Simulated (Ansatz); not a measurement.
Start from `[NH2][Ge]([Cl])([Cl])[Cl]` and change one atom or group to get `[OH][Ge]([Cl])([Cl])[Cl]`.

Ansatz, PBE0-D4/def2-TZVP geometries, multiplicity 1. Each molecule was computed in one conformer, which needn't be the lowest.

Scalar relativity is left out up to krypton.

| property | `[NH2][Ge]([Cl])([Cl])[Cl]` |
| --- | --- |
| HOMO–LUMO gap (PBE0/def2-TZVPP) / eV | 7.25 |
| LUMO energy (ωB97M-V/def2-TZVPP) / eV | 0.74 |
| HOMO–LUMO gap (ωB97M-V/def2-TZVPP) / eV | 11.65 |
| HOMO energy (PBE/def2-TZVPP) / eV | -7.07 |
| LUMO energy (PBE/def2-TZVPP) / eV | -2.33 |
| LUMO energy (B3LYP/def2-TZVPP) / eV | -1.65 |

Task: What does the change do to each property? (An estimate is asked.)

Result: The calculation gave: 
| property | `[OH][Ge]([Cl])([Cl])[Cl]` | shift |
| --- | --- | --- |
| HOMO–LUMO gap (PBE0/def2-TZVPP) / eV | 7.83 | 0.58 |
| LUMO energy (ωB97M-V/def2-TZVPP) / eV | 0.41 | -0.33 |
| HOMO–LUMO gap (ωB97M-V/def2-TZVPP) / eV | 12.18 | 0.53 |
| HOMO energy (PBE/def2-TZVPP) / eV | -7.99 | -0.92 |
| LUMO energy (PBE/def2-TZVPP) / eV | -2.68 | -0.35 |
| LUMO energy (B3LYP/def2-TZVPP) / eV | -2.00 | -0.35 |

With PBE0 the HOMO falls by 0.92 eV and the LUMO falls by 0.35 eV, so the gap widens by about 0.57 eV. PBE moves the HOMO by -0.92 eV and ωB97M-V by -0.85 eV. The zero-point energy changes by -32.2 kJ/mol with -3 modes.

B3LYP here is the variant with VWN-RPA as its local correlation; programs differ in this.
